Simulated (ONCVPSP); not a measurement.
## Varying the ONCV potential for N

Base potential:

- Element: N (Z = 7)
- Generator: ONCVPSP 4.0.1
- Type: optimised norm-conserving Vanderbilt (ONCV)
- Functional: PBE
- Relativity: scalar-relativistic
- Frozen core: [He]
- Valence charge: 5
- Reference configuration: 2s2 2p1 (charge +2)
- Partial waves: 2s: rc 0.80 bohr, ncon 4, nbas 9, qcut 10.4 1/bohr, local; 2p: rc 1.65 bohr, ncon 4, nbas 9, qcut 9.9 1/bohr, 3 projectors, debl 2.6 Ha
- Local potential: the s channel
- Core correction: Teter function, fcfact 5.75, rcfact 1.65

Cutoffs, loose and tight: the cutoffs (Ha) at which the residual kinetic energy of the hardest occupied pseudo-wave falls to 1 and 0.1 mHa per electron. They do not see the model core or the augmentation charge, which bear on the density cutoff. Test errors are all-electron minus pseudo excitation energies from the reference, over the configurations 2s2 2p3; 2s2 2p2; 2s2 2p0; 2s1 2p3. A dash means not determined; rows that change the core or the reference have their own tests.

| change | outcome | cutoff, loose | cutoff, tight | bound ghosts | GHOST(+) flags above zero | largest test error (meV) |
| --- | --- | --- | --- | --- | --- | --- |
| base | generated | 33 Ha | 41 Ha | none | none | +147 |
| core correction none | generated | 33 Ha | 41 Ha | none | none | +201 |
| p: nproj 1 | generated | 33 Ha | 41 Ha | none | none | +147 |
| core correction Teter function, fcfact 5.75, rcfact 2.04 | generated | 33 Ha | 41 Ha | none | none | +103 |
